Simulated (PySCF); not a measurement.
Isomers C5H7N3O2:

A. SMILES COc1nc(C(C)=O)n[nH]1
B. SMILES c1nnc(C(OC)=O)n1C
C. SMILES COC(=O)c1n[nH]nc1C
D. `n1cnc(C(OC)=O)n1C`
E. SMILES COC(=O)c1cn(C)nn1
F. SMILES COC(=O)c1cnn(C)n1

Spectrum 1. 1H NMR (500 MHz, computed): δ 8.19 (s, 1H), 4.25 (s, 3H), 4.16 (s, 3H). 13C{1H} NMR (computed): δ 169.3 (C), 148.2 (C), 136.4 (CH), 53.7 (CH3), 36.3 (CH3).

Spectrum 2. 1H NMR (500 MHz, computed): δ 10.75 (br s, 1H), 4.13 (s, 3H), 2.81 (s, 3H). 13C{1H} NMR (computed): δ 170.0 (C), 155.8 (C), 142.0 (C), 53.6 (CH3), 14.8 (CH3).

Spectrum 3. 1H NMR (500 MHz, computed): δ 8.22 (s, 1H), 4.30 (s, 3H), 4.10 (s, 3H). 13C{1H} NMR (computed): δ 168.8 (C), 145.8 (C), 144.1 (CH), 53.6 (CH3), 42.0 (CH3).

Spectrum 4. 1H NMR (500 MHz, computed): δ 7.89 (s, 1H), 4.36 (s, 3H), 4.17 (s, 3H). 13C{1H} NMR (computed): δ 167.6 (C), 153.5 (CH), 149.1 (C), 54.1 (CH3), 40.3 (CH3).

Spectrum 5. 1H NMR (500 MHz, computed): δ 9.29 (br s, 1H), 4.25 (s, 3H), 2.71 (s, 3H). 13C{1H} NMR (computed): δ 195.7 (C), 166.7 (C), 159.7 (C), 59.2 (CH3), 31.9 (CH3).

Spectrum 6. 1H NMR (500 MHz, computed): δ 7.83 (s, 1H), 4.20 (s, 3H), 4.04 (s, 3H). 13C{1H} NMR (computed): δ 167.8 (C), 150.3 (C), 149.2 (CH), 54.0 (CH3), 34.5 (CH3).

Gas phase, rapidly exchanging positions averaged, non-relativistic, single conformer. Geometry from GFN2-xTB; shieldings: GIAO PBE0/pcSseg-1; PySCF 2.14.0 with density-fitted response routines.

References, each an isolated molecule treated in the same way: TMS for 1H (σref 31.72) and 13C (σref 186.93). Where no couplings were computed, multiplicities follow the n + 1 count of equivalent neighbours, and m marks all less simple cases (inequivalent or close neighbours, rings, F or P nearby). Shifts are as computed. Against solution values, carbons near 30 ppm lie about +3 ppm off and those near 130 ppm about +5 ppm. Of 1211 compounds with measured shifts, 218 miss one by over three times the rms of a fit or turn the order of signals round; such compounds aren't used in these exercises. OH and NH positions are gas-phase values without hydrogen bonding to other molecules.

**Question.** Match each spectrum to its structure.

**Answer.** 1–E, 2–C, 3–F, 4–D, 5–A, 6–B.

- Spectrum 1 (E): 5 13C signals; δC 169.3 is an ester carbonyl carbon; δC 53.7 is a methyl carbon bonded to O.
- Spectrum 2 (C): 5 13C signals; δC 170.0 is an ester carbonyl carbon; δC 53.6 is a methyl carbon bonded to O.
- Spectrum 3 (F): 5 13C signals; δC 168.8 is an ester carbonyl carbon; δC 144.1 is an aromatic CH next to a ring nitrogen.
- Spectrum 4 (D): 5 13C signals; δC 167.6 is an ester carbonyl carbon; δC 54.1 is a methyl carbon bonded to O.
- Spectrum 5 (A): 5 13C signals; δC 195.7 is a ketone carbonyl carbon; δC 166.7 is an aromatic carbon bearing oxygen.
- Spectrum 6 (B): 5 13C signals; δC 167.8 is an ester carbonyl carbon; δC 54.0 is a methyl carbon bonded to O.
